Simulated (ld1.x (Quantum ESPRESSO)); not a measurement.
lead: excitation energies, all-electron against RRKJ

lead (Pb), norm-conserving RRKJ (Kleinman–Bylander form), made with ld1.x (Quantum ESPRESSO) 7.5 (LDA (PZ), scalar-relativistic). Core [Xe] 4f14, reference 5d10 6s2 6p0 (charge +2). Waves: 6p (bound, empty): rc 2.15 bohr; 5d (bound): rc 1.80 bohr; 6s (bound): rc 2.10 bohr. Local part: the s channel. Core correction: a·sin(br)/r model core, default radius (core density twice the valence density). rho0 = 0.01.

Energies are relative to the spin-unpolarised reference configuration 5d10 6s2 6p0; without spin polarisation the order of configurations can differ from experiment. Spin-polarised rows fill each open shell by Hund’s rule, majority spin first.

```csv
valence configuration,charge,ΔE all-electron (eV),error AE − PS (meV)
5d10 6s2 6p2,0,-20.595,+8.8
5d10 6s2 6p1,+1,-13.762,+5.6
5d10 6s1 6p0,+3,32.878,-20
5d10 6s2 6p1.5,+0.5,-17.985,+7.3
5d10 6s1 6p2,+1,-4.164,-4.9
5d9 6s2 6p2,+1,6.705,-261
5d10 6s2 6p1 (spin-polarised),+1,-13.907,+7.0
```

(1) What are ΔE and the potential's error for 5d10 6s2 6p2 (spin-polarised)?

(2) What are ΔE and the potential's error for 5d10 6s2 6p2.3?

## Answers

(1) ΔE = -21.047 eV all-electron; the error (AE − PS) is +13 meV.

(2) ΔE = -21.453 eV all-electron; the error (AE − PS) is +9.7 meV.
